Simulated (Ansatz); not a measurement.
(AuCl)n off (charge +1): PBE-D4/def2-SVP single points in Ansatz on relaxed structures, gas phase. Each cluster is the lowest isomer that a short search found in that spin, judged at the geometry's level, and lower ones may exist. Core potentials for Au, no spin–orbit coupling. HOMO and LUMO are taken over both spins. Singlets are spin-restricted. The structures are stationary points that may keep the symmetry of their start. Remarks come from the PBE and PBE0 runs and from stability tests at other levels; not every state was tested. HOMO above LUMO (over both spins in singlets and doublets, within one spin in higher multiplets; at PBE or PBE0), or a gap under 0.15 eV within one spin, warns that the state may not be the lowest or that an electron is smeared out.

```json
{"species": "Au2Cl⁺", "atoms": "3", "state": "singlet", "geometry": "PBE-D4/def2-TZVP", "HOMO (eV)": "-12.32", "LUMO (eV)": "-10.33", "gap (eV)": "1.99", "point group (within 0.1 Å)": "C2v", "remarks": "–"}
{"species": "Au2Cl2⁺", "atoms": "4", "state": "doublet", "geometry": "PBE0-D4/def2-SVP", "HOMO (eV)": "-11.98", "LUMO (eV)": "-11.86", "gap (eV)": "0.12", "point group (within 0.1 Å)": "Cs", "remarks": "gap within one spin near zero"}
{"species": "Au5Cl4⁺", "atoms": "9", "state": "singlet", "geometry": "PBE0-D4/def2-SVP", "HOMO (eV)": "-10.91", "LUMO (eV)": "-9.16", "gap (eV)": "1.75", "point group (within 0.1 Å)": "C4v", "remarks": "–"}
```

The gap (eV) runs from 0.12 (Au2Cl2⁺) to 1.99 (Au2Cl⁺).
